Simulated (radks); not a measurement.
The numbers below are computed, except where a source is named.
Question: Valence configurations of Tb I (all share [Xe]). Code: a radial shooting solver on a logarithmic mesh with Libxc functionals. Model: Dirac Kohn-Sham, BLYP, spin-unpolarised, spherical densities, finite nucleus; open shells fill j = l - 1/2 first; Fermi nuclear charge, rms radius 5.06 fm. Order these by energy: 4f9 5d1 6s1; 4f8 6s2 6p1; 4f9 6s1 6p1; 4f9 6s2; 4f9 5d0.5 6s1.5; 4f8 5d1 6s2.

Answer: From the lowest, in eV above it: 4f9 6s2 0.000; 4f9 5d0.5 6s1.5 1.177; 4f9 5d1 6s1 2.398; 4f9 6s1 6p1 2.496; 4f8 5d1 6s2 3.281; 4f8 6s2 6p1 4.930. NIST lists [Xe] 4f9 6s2 as the ground configuration; this level of theory agrees among the configurations tried. The energies are those of spherical spin-averaged densities, not of single terms. No valid solution was reached for [Xe] 4f9.5 6s1.5; [Xe] 4f10.5 6s0.5; [Xe] 4f10 6p1; [Xe] 4f10 6s1.
